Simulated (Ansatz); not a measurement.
One change: `OCNBF` becomes `OC[NH][AlH2]`.

Ansatz, PBE0-D4/def2-TZVP geometries, multiplicity 1. Each molecule was computed in one conformer, which needn't be the lowest.

```tsv
property	`OCNBF`
HOMO–LUMO gap (B3LYP/def2-TZVPP) / eV	8.11
HOMO–LUMO gap (PBE/def2-TZVPP) / eV	6.13
HOMO energy (PBE/def2-TZVPP) / eV	-6.48
HOMO energy (ωB97M-V/def2-TZVPP) / eV	-10.46
HOMO–LUMO gap (PBE0/def2-TZVPP) / eV	8.66
HOMO energy (PBE0/def2-TZVPP) / eV	-8.06
```

(1) What does the change do to each property? (Best estimate.)

Answers

(1) Computed: 
| property | `OC[NH][AlH2]` | shift |
| --- | --- | --- |
| HOMO–LUMO gap (B3LYP/def2-TZVPP) / eV | 6.02 | -2.09 |
| HOMO–LUMO gap (PBE/def2-TZVPP) / eV | 4.35 | -1.78 |
| HOMO energy (PBE/def2-TZVPP) / eV | -6.04 | 0.44 |
| HOMO energy (ωB97M-V/def2-TZVPP) / eV | -9.75 | 0.71 |
| HOMO–LUMO gap (PBE0/def2-TZVPP) / eV | 6.45 | -2.21 |
| HOMO energy (PBE0/def2-TZVPP) / eV | -7.40 | 0.66 |

With PBE0 the HOMO rises by 0.66 eV and the LUMO falls by 1.55 eV, so the gap narrows by about 2.21 eV. PBE moves the HOMO by 0.44 eV and ωB97M-V by 0.71 eV.

B3LYP here is the variant with VWN-RPA as its local correlation; programs differ in this.
